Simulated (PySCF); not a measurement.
A structure optimised at ωB97X-D3(BJ)/def2-SVP, used in a PySCF frequency run:

```xyz
11

C     -1.0204    -2.6712     0.0000
C      0.0134    -2.0398     0.0000
C      1.2074    -1.2347     0.0000
C      1.1512     0.1088     0.0000
Si    -0.4793     1.0238     0.0000
F     -0.1321     2.6192     0.0000
H     -1.9342    -3.2399     0.0000
H      2.1641    -1.7711     0.0000
H      2.0942     0.6688     0.0000
H     -1.2676     0.7286     1.2244
H     -1.2676     0.7286    -1.2244
```
Charge 0, spin multiplicity 1.

**Question.** Write its SMILES, formula and point group.

**Answer.** C#C/C=C\[SiH2]F, C4H5FSi, Cs

**Question.** What are its rotational constants (standard atomic weights)?

**Answer.** 7.0316, 1.5227, 1.2707 GHz
